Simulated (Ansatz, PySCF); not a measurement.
Cl5Nb, charge -1, doublet, geometry from GFN2-xTB (such geometries of metal compounds can be far from the true shape) (the multiplicity is a formal guess) (core potentials on Nb). Base run: BHANDHLYP/def2-SVP (PySCF).

PySCF was given this input:
```python
from pyscf import gto, scf, dft

mol = gto.M(
    atom='''
Nb   -0.086054    0.018265    0.056237
Cl    1.860399   -0.394879   -1.215788
Cl    0.978582   -1.026299    2.000430
Cl   -1.129222    1.058273   -1.901985
Cl   -1.533659   -1.726720   -0.093998
Cl    0.031444    2.045572    1.075710
''',
    basis='def2-svp',
    ecp={'Nb': 'def2-svp'},
    charge=-1,
    spin=1,
    verbose=4,
)

mf = dft.UKS(mol)
mf.xc = 'bhandhlyp'
mf.kernel()
```

The same geometry, method and basis name were run in Ansatz (a quantum-chemistry and plane-wave program) and PySCF, at each program's defaults and at the settings that a row names. The base is PySCF at its defaults. Differences at the defaults can come from grids, fitting, cores and function types together.

```
code and settings                                                               ΔE vs base (mEh)  basis functions       E (Eh)  SCF cycles
------------------------------------------------------------------------------  ----------------  ---------------  -----------  ----------
PySCF, defaults (exact integrals, its default grid, spherical functions)                   0.000              121  -2357.53316          13
Ansatz, defaults (factorised integrals, its default grid, spherical functions)             0.009              121  -2357.53315           -
PySCF, density fitting with def2-universal-jkfit                                           0.040              121  -2357.53312          13
PySCF, fine grid                                                                           0.002              121  -2357.53315          13
Ansatz, high accuracy                                                                      0.002              121  -2357.53315           -
```

Open shells are given as the SCF converged; they aren't shown to be the lowest states, and a large step between rows can be another state.
